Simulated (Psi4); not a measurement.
HCl2FSSi, singlet, geometry from GFN2-xTB; Psi4 with CAM-B3LYP/6-31G.

Here is a job for Psi4.
```
memory 2 GB

molecule mol {
0 1
  F    -0.389309    0.406653    1.709941
  Si   -0.085924    0.048783    0.167553
  S     1.828211   -0.909532    0.143617
  Cl   -1.491274   -1.215470   -0.444662
  Cl   -0.098167    1.811831   -0.778515
  H     2.475850    0.071530    0.760931
}

set basis 6-31g
set reference rks

energy('cam-b3lyp')
print_variables()
```

It wrote (shortened):

```
   => Loading Basis Set <=

    Name: 6-31G
    Role: ORBITAL
    Keyword: BASIS

         ---------------------------------------------------------
                                   SCF
               by Justin Turney, Rob Parrish, Andy Simmonett
                          and Daniel G. A. Smith
                              RKS Reference
         ---------------------------------------------------------

  ==> Geometry <==

    Molecular point group: c1
    Full point group: C1

    Geometry (in Angstrom), charge = 0, multiplicity = 1:

       Center              X                  Y                   Z               Mass
    ------------   -----------------  -----------------  -----------------  -----------------
         F           -0.359726877009     0.400401311678     1.711546890187    18.998403162730
         SI          -0.056341877009     0.042531311678     0.169158890187    27.976926534650
         S            1.857793122991    -0.915783688322     0.145222890187    31.972071174400
         CL          -1.461691877009    -1.221721688322    -0.443056109813    34.968852682000
         CL          -0.068584877009     1.805579311678    -0.776909109813    34.968852682000
         H            2.505432122991     0.065278311678     0.762536890187     1.007825032230

  Running in c1 symmetry.

  Rotational constants: A =      0.06165  B =      0.06026  C =      0.04229 [cm^-1]
  Rotational constants: A =   1848.20411  B =   1806.56623  C =   1267.87435 [MHz]
  Nuclear repulsion =  449.509959281966587

  Charge       = 0
  Multiplicity = 1
  Electrons    = 74
  Nalpha       = 37
  Nbeta        = 37

  ==> Algorithm <==

  SCF Algorithm Type is DF.
  DIIS enabled.
  MOM disabled.
  Fractional occupation disabled.
  Guess Type is SAD.
  Energy threshold   = 1.00e-06
  Density threshold  = 1.00e-06
  Integral threshold = 1.00e-12

  ==> Primary Basis <==

  Basis Set: 6-31G
    Blend: 6-31G
    Number of shells: 35
    Number of basis functions: 63
    Number of Cartesian functions: 63
    Spherical Harmonics?: false
    Max angular momentum: 1

  ==> DFT Potential <==

   => LibXC <=

    Version 7.1.2
    S. Lehtola, C. Steigemann, M. J. T. Oliveira, and M. A. L. Marques,  SoftwareX 7, 1–5 (2018) (10.1016/j.softx.2017.11.002)

   => Composite Functional: CAM-B3LYP <=

    CAM-B3LYP Hyb-GGA Exchange-Correlation Functional

    T. Yanai, D. P. Tew, and N. C. Handy,  Chem. Phys. Lett. 393, 51 (2004) (10.1016/j.cplett.2004.06.011)

    Deriv               =              1
    GGA                 =           TRUE
    Meta                =          FALSE

    Exchange Hybrid     =           TRUE
    MP2 Hybrid          =          FALSE

   => Exchange Functionals <=

    0.3500         Becke 88 [omega = 0.3300]
    0.4600   Short-range recipe for B88 functional - erf [omega = 0.3300]

   => Exact (HF) Exchange <=

    0.4600            HF,LR [omega = 0.3300]
    0.1900               HF

   => Correlation Functionals <=

    0.1900   Vosko, Wilk & Nusair (VWN5)
    0.8100   Lee, Yang & Parr

   => LibXC Density Thresholds  <==

    XC_HYB_GGA_XC_CAM_B3LYP:  1.00E-14

   => Molecular Quadrature <=

    Radial Scheme          =       TREUTLER
    Pruning Scheme         =           NONE
    Nuclear Scheme         =       TREUTLER

    Blocking Scheme        =         OCTREE
    BS radius alpha        =              1
    Pruning alpha          =              1
    Radial Points          =             75
    Spherical Points       =            302
    Total Points           =         127714
    Total Blocks           =           1030
    Max Points             =            256
    Max Functions          =             59
    Weights Tolerance      =       1.00E-15

   => Loading Basis Set <=

    Name: (6-31G AUX)
    Role: JKFIT
    Keyword: DF_BASIS_SCF

  ==> Integral Setup <==

  SCF_SUBTYPE=INCORE selected. In-core MEM_DF algorithm will be used.
  Using in-core AOs.

  ==> MemDFJK: Density-Fitted J/K Matrices <==

    J tasked:                   Yes
    K tasked:                   Yes
    wK tasked:                  Yes
    Omega:                3.300E-01
    Algorithm:                 Core
    Schwarz Cutoff:           1E-12
    Mask sparsity (%):       5.9461
    Fitting Condition:        1E-10

   => Auxiliary Basis Set <=

  Basis Set: (6-31G AUX)
    Blend: CC-PVDZ-JKFIT
    Number of shells: 177
    Number of basis functions: 626
    Number of Cartesian functions: 626
    Spherical Harmonics?: false
    Max angular momentum: 3

  Minimum eigenvalue in the overlap matrix is 9.9683332731E-03.
  Reciprocal condition number of the overlap matrix is 2.4690425679E-03.
    Using symmetric orthogonalization.

  ==> Pre-Iterations <==

  SCF Guess: Superposition of Atomic Densities via on-the-fly atomic UHF (no occupation information).

   -------------------------
    Irrep   Nso     Nmo
   -------------------------
     A         63      63
   -------------------------
    Total      63      63
   -------------------------

  ==> Iterations <==

                           Total Energy        Delta E     RMS |[F,P]|

   @DF-RKS iter SAD: -1708.55120853840185   -1.70855e+03   0.00000e+00
   @DF-RKS iter   1: -1708.35457430066958    1.96634e-01   7.61867e-03 DIIS/ADIIS
   @DF-RKS iter   2: -1708.37040305097344   -1.58288e-02   8.50685e-03 DIIS/ADIIS
   @DF-RKS iter   3: -1708.47447080042116   -1.04068e-01   1.16863e-03 DIIS/ADIIS
   @DF-RKS iter   4: -1708.47690258559146   -2.43179e-03   2.26619e-04 DIIS/ADIIS
   @DF-RKS iter   5: -1708.47700019707804   -9.76115e-05   2.59215e-05 DIIS
   @DF-RKS iter   6: -1708.47700262009948   -2.42302e-06   8.88681e-06 DIIS
   @DF-RKS iter   7: -1708.47700286327449   -2.43175e-07   2.57809e-06 DIIS
   @DF-RKS iter   8: -1708.47700288351780   -2.02433e-08   5.28548e-07 DIIS
  Energy and wave function converged.

  ==> Post-Iterations <==

   Electrons on quadrature grid:
      Ntotal   =   73.9999944520 ; deviation = -5.548e-06

    Orbital Energies [Eh]
    ---------------------

    Doubly Occupied:

[...]
      37A     -0.366581

    Virtual:

[...]
    Final Occupation by Irrep:
              A
    DOCC [    37 ]
    NA   [    37 ]
    NB   [    37 ]

  @DF-RKS Final Energy: -1708.47700288351780

   => Energetics <=

    Nuclear Repulsion Energy =            449.5099592819665872
    One-Electron Energy =               -3255.5428112688746296
    Two-Electron Energy =                1184.6480831671733540
    DFT Exchange-Correlation Energy =     -87.0922340637830104
    Empirical Dispersion Energy =           0.0000000000000000
    VV10 Nonlocal Energy =                  0.0000000000000000
    Total Energy =                      -1708.4770028835177982

Computation Completed

Properties will be evaluated at   0.000000,   0.000000,   0.000000 [a0]

Properties computed using the SCF density matrix

 Multipole Moments:

 ------------------------------------------------------------------------------------
     Multipole            Electronic (a.u.)      Nuclear  (a.u.)        Total (a.u.)
 ------------------------------------------------------------------------------------

 L = 1.  Multiply by 2.5417464519 to convert [e a0] to [Debye]
 Dipole X            :         -3.6398389            4.1367789            0.4969400
 Dipole Y            :          1.0710687           -0.8742458            0.1968229
 Dipole Z            :         -0.3340730            0.2245767           -0.1094963
 Magnitude           :                                                    0.5455988

 ------------------------------------------------------------------------------------

  Variable Map:
  ----------------------------------------------------------------------------
[...]
  Array Variable Map:
  ----------------------------------------------------------------------------
[...]
[...]
```
